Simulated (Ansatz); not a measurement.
Stepwise reaction of `F[Si](F)(Cl)[SiH2]Cl` with hydrogen, as a gas-phase model of exchange steps in deposition or etching. ΔE in kJ/mol; ΔG adds harmonic PBE0-D4 terms to CCSD(T)/CBS, at 1 bar.

Calculated with Ansatz (gas phase, PBE0-D4/def2-TZVP geometries, no zero-point term in ΔE). CCSD(T)/CBS adds triple-zeta CCSD(T) − MP2 to the extrapolated MP2 energy (def2 sets, frozen cores). This one scheme is used for every species. Functionals use def2-TZVPP. B3LYP here is the variant with VWN-RPA as its local correlation; programs differ in this. Each species was taken in one conformer, which may not be the lowest.

| step | reaction | PBE-D4 | B3LYP-D4 | ωB97M-V | CCSD(T)/CBS | ΔG(600 K) |
| --- | --- | --- | --- | --- | --- | --- |
| 1 | `F[Si](F)(Cl)[SiH2]Cl` + H₂ → `F[Si](F)([SiH3])Cl` + HCl | 65.3 | 65.8 | 65.3 | 65.2 | 56.8 |

Q: Give the row of step 2, `F[Si](F)([SiH3])Cl` + H₂ → `F[SiH](F)[SiH3]` + HCl. (An estimate is asked.)

A: Ansatz gave: 
```json
{"step": "2", "reaction": "`F[Si](F)([SiH3])Cl` + H₂ → `F[SiH](F)[SiH3]` + HCl", "PBE-D4": "94.0", "B3LYP-D4": "92.1", "ωB97M-V": "94.2", "CCSD(T)/CBS": "91.8", "ΔG(600 K)": "82.9"}
```

Q: By hand: ΔE of the 2 steps together at CCSD(T)/CBS.

A: (65.2) + (91.8) = 157.0 kJ/mol, or 78.5 kJ/mol a step.

In ΔE each step is higher than the one before. All are uphill at CCSD(T)/CBS. ΔG lies between 56.8 and 82.9 kJ/mol a step. PBE-D4 differs from CCSD(T)/CBS by 0.1 to 2.2 kJ/mol a step. Isolated molecules leave out the surface, adducts and barriers. Largest T1 diagnostic: 0.013.
